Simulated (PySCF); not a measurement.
A calculated (M06, PySCF 2.14, x2c-QZVPPall, scalar relativity by spin-free X2C-1e) atom or ion has these occupied shells.

| shell | electrons | orbital energy (eV) | rms radius, mean of both spins (bohr) |
| --- | --- | --- | --- |
| 1s α | 1 | -3181.1 | 0.0992 |
| 1s β | 1 | -3180.4 | 0.0992 |
| 2s α | 1 | -340.45 | 0.449 |
| 2s β | 1 | -339.78 | 0.449 |
| 2p α | 3 | -270.32 | 0.419 |
| 2p β | 3 | -269.57 | 0.419 |
| 3s α | 1 | -55.418 | 1.41 |
| 3p α | 3 | -38.860 | 1.58 |
| 3p β | 2 | -35.937 | 1.58 |

Q: Name the element and its charge.

A: Ar²⁺ (argon, charge +2), in [Ne] 3s1 3p5, high-spin 3P determinant (an excited configuration).
